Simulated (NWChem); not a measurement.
Species: C2H5N3Si; SMILES N[Si@H]1C=NC=N1

```xyz
11

N     -0.1473     2.1443    -0.5262
Si     0.0410     0.7213     0.4236
C     -1.2831    -0.6253     0.1069
N     -0.7048    -1.7329    -0.2030
C      0.7555    -1.5448    -0.2249
N      1.3344    -0.4387     0.0258
H      0.4020     2.9657    -0.3013
H     -0.2943     2.0735    -1.5264
H      0.1803     1.1452     1.8370
H     -2.3720    -0.6137     0.1702
H      1.2999    -2.4577    -0.4783
```
Atoms are numbered in this order, from 1.

Program: NWChem. Coordinates come from a B3LYP/6-31G* (spherical d) optimisation. Total energies of different functionals are on different scales.

```tsv
level	energy (Ha)	highest occupied level (eV)	orbital gap (eV)	dipole (D)	relative time
PBE/def2-TZVP	-532.6424	-5.87	2.59	2.34	1
B3LYP/def2-TZVP	-533.1044	-7.10	4.60	2.35	1
LDA (Slater exchange, VWN5)/def2-TZVP	-529.8924	-6.02	2.49	2.41	1
PBE0/def2-TZVP	-532.6770	-7.33	5.05	2.33	1
TPSSh/def2-TZVP	-533.1092	-6.51	3.78	2.34	1
CAM-B3LYP/def2-TZVP	-532.9746	-8.76	7.66	2.37	10
```

The last column is a rough cost ratio, cheapest run = 1.
